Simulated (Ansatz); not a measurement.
Computed with Ansatz on PBE0-D4/def2-TZVP structures; ΔE is electronic, products minus reactants. CCSD(T)/CBS adds triple-zeta CCSD(T) − MP2 to the extrapolated MP2 energy (def2 sets, frozen cores). This one scheme is used for every species. DFT in def2-TZVPP. def2 core potentials past Kr. For I, Sn outer-core shells are correlated without core-valence functions, which leaves a few kJ/mol of doubt a bond. One conformer a species, not always the lowest.

Consider the ligand exchange at the Sn–O bond: `[OH][Sn]([F])([F])[F]` + HI → `[F][Sn]([F])([F])[I]` + H₂O.

Problem. Is it downhill or uphill in electronic energy at CCSD(T)/CBS, and by how much? (Best estimate.)

Solution. Computed: Downhill: ΔE = -93.7 kJ/mol.

Problem. What do these levels give: BLYP-D4, B97M-V, CAM-B3LYP-D4, CAM-B3LYP, MP2/def2-TZVPP, CCSD/def2-TZVPP? (Estimate.)

Solution. Ansatz gave: BLYP-D4 -87.3, B97M-V -80.4, CAM-B3LYP-D4 -84.2, CAM-B3LYP -81.1, MP2/def2-TZVPP -87.3, CCSD/def2-TZVPP -79.7 kJ/mol.

Largest T1 diagnostic among the species: 0.015.

From PBE to PBE0 (25 % exact exchange), in def2-TZVPP and without D4, ΔE moves by −4.0 kJ/mol. Leaving LDA and LC-ωPBE aside and taking each functional with its dispersion term where it has one, the values, not all of them listed here, spread over 15.8 kJ/mol, from BHLYP-D4 to B97M-V.
